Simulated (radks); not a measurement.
Results of a calculation; reference values are marked as such.
The chlorine ion Cl10+, 7 electrons, occupied as [He] 2s2 2p3. Code: a radial shooting solver on a logarithmic mesh with Libxc functionals. Model: scalar-relativistic Kohn-Sham, PBE, spin-unpolarised, spherical densities, finite nucleus; Fermi nuclear charge, rms radius 3.3654 fm. Some entries of the table are withheld. Estimate them.

orbital,occ.,eigenvalue (eV),r(max) (bohr)
1s,2,-3116.698,0.05941
2s,2,-544.7677,0.3451
2p,3,-494.0831,(1)
3s,0,-203.0610,(2)
3p,0,-188.1648,(3)

Answer. 
(1) 2p r(max) (bohr): 0.2811
(2) 3s r(max) (bohr): 0.9683
(3) 3p r(max) (bohr): 0.9487
